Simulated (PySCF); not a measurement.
Species: C₅H₆F₃S (doublet state).
Geometry (GFN2-xTB, Å), atoms numbered from 1 in this order:
```xyz
15
C5H6F3S angstrom
C     -1.226   -0.844   -0.934
C     -0.727    0.542   -1.011
C     -0.118    0.961    0.309
C     -0.790    1.426    1.347
S      1.671    0.840    0.448
C      1.862   -0.969    0.277
F      0.968   -1.643    1.001
F      3.072   -1.327    0.693
F      1.740   -1.388   -0.986
H     -1.913   -1.114   -0.155
H     -0.829   -1.614   -1.564
H      0.004    0.649   -1.813
H     -1.558    1.234   -1.204
H     -1.856    1.570    1.298
H     -0.304    1.684    2.271
```

The hyperfine couplings belong to this conformer and change with its torsions.

Identity: `S(C(F)(F)F)C(=C)C[CH2]` [radical].

Level of theory: PySCF, UKS B3LYP, pcH-1 on C F H S, non-relativistic, mean-field spin-orbit, GIAO. Isolated species at its GFN2-xTB geometry (one conformer only). The geometry wasn't refined by DFT: couplings that depend on bond lengths, twists or pyramidal angles can differ widely from those at the functional's own minimum. No stability test was run, so a lower SCF solution isn't excluded.

(1) The isotropic 13C couplings are +92.7, +74.8, -32.4, -0.5 MHz. Assign them to C1; C2; C3; C6.

Results:

(1) 
```json
{"site": "C1", "a_iso (MHz)": "+92.7", "ρ(0) (bohr⁻³)": "+0.0826", "position": "largest spin population", "distance from C1 (Å)": "0.00", "spin population": "+1.07", "largest |T| (MHz)": "164.1"}
{"site": "C2", "a_iso (MHz)": "-32.4", "ρ(0) (bohr⁻³)": "-0.0288", "position": "1 bond from C1", "distance from C1 (Å)": "1.47", "spin population": "-0.08", "largest |T| (MHz)": "2.3"}
{"site": "C3", "a_iso (MHz)": "+74.8", "ρ(0) (bohr⁻³)": "+0.0665", "position": "2 bonds from C1", "distance from C1 (Å)": "2.46", "spin population": "+0.03", "largest |T| (MHz)": "8.5"}
{"site": "C6", "a_iso (MHz)": "-0.5", "ρ(0) (bohr⁻³)": "-0.0005", "position": "4 bonds from C1", "distance from C1 (Å)": "3.32", "spin population": "0.00", "largest |T| (MHz)": "1.1"}
```

ρ(0) is the spin density at the nucleus and T the dipolar tensor; a_iso includes a spin–orbit part; entries for several nuclei are means. The largest Mulliken spin populations are on C1 (+1.07) and C2 (-0.08). No atom but C1 exceeds +0.15. The positive populations add up to 1.17 and the negative ones to -0.17, together 2S = 1. The angles at C1 add up to 359.6°, so it is planar; its axial dipolar tensor and the negative couplings of its protons fit spin in a p orbital normal to that plane.

Means are taken over nuclei equivalent by connectivity, which assumes that they swap fast. The three 19F nuclei of mean +25.2 MHz run from -0.6 to 44.3 MHz in the frozen geometry. The 1H value of +60.6 MHz is a mean of couplings from 3.3 to 118.0 MHz in this one geometry, not an average over conformers.

The run took 2.2 min wall (with the writing of density and orbital grids) on an Arm Neoverse V1 with one thread, no GPU, shared host with 32 logical CPUs at a one-minute load of 35, and the process peaked at 1.0 GiB of memory.
